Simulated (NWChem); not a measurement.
**Basis-set dependence for CCl**

```xyz
2

C      0.0000     0.0000     1.2387
Cl     0.0000     0.0000    -0.4372
```
Charge 0, spin multiplicity 2.

The numbers come from NWChem runs, not from measurements. Structure: optimised with UPBE/def2-SVP, a minimum by its harmonic frequencies.

Hartree-Fock energies in Ha, correlation energies in mHa.

The correlated methods keep 6 core orbitals frozen. This spin state was chosen for the runs; another may lie lower. The structure started from a generated list of species. The unpaired electrons of the parent sit in orbitals of symmetry b1 (C2v labels of the run); other states weren't searched. No SCF solution was tested for a lower state. Open-shell Hartree-Fock references start from PBE0 orbitals. Coupled-cluster values serve here as a point of comparison, not as the truth.

```tsv
basis	functions	UHF	UMP2	SCS-UMP2	CCSD on ROHF	CCSD[T] on ROHF	CCSD(T) on ROHF	CCSD on UHF	CCSD[T] on UHF	CCSD(T) on UHF	CCSDT on ROHF	URI-MP2
STO-3G	14	-491.81725	-35.9	-38.0	-52.9	-56.0	-55.5	-51.8	-54.7	-54.2	-55.8	not run
cc-pVDZ	32	-497.23425	-219.5	-214.3	-253.3	-263.0	-262.0	-248.6	-257.9	-256.9	-262.8	-219.6
cc-pVTZ	64	-497.25899	-291.2	-288.1	-327.7	-345.1	-344.1	-322.2	-339.0	-338.1	not run	-291.2
cc-pVQZ	114	-497.26554	-317.6	-316.9	not run	not run	not run	not run	not run	not run	not run	-317.6
```

From cc-pVTZ to cc-pVQZ the Hartree-Fock energy moves by -6.5 mHa and the UMP2 correlation energy by -26.4 mHa, which is 8 % of its value in the larger set.
